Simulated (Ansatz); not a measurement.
GeBr₂⁺ (the lowest doublet isomer of a short search) was relaxed with r2SCAN-D4 (def2-TZVP) in Ansatz in these states: charge +1 doublet, charge +1 quartet. The geometries follow in no particular order.

A:

```xyz
3

Ge    0.734    0.782    0.431
Br   -0.064    0.137   -1.689
Br   -0.669   -0.919    1.258
```

B:

```tsv
atom	x (Å)	y (Å)	z (Å)
Ge1	-0.4499	-0.1736	0.5483
Br2	0.7658	1.6956	0.6791
Br3	-0.3159	-1.5219	-1.2274
```

Q: Judge from the bond lengths which geometry belongs to which state (an estimate).

A: A is the charge +1 quartet (Ge1–Br2 2.355 Å, Ge1–Br3 2.355 Å); B is the charge +1 doublet (Ge1–Br2 2.234 Å, Ge1–Br3 2.234 Å).
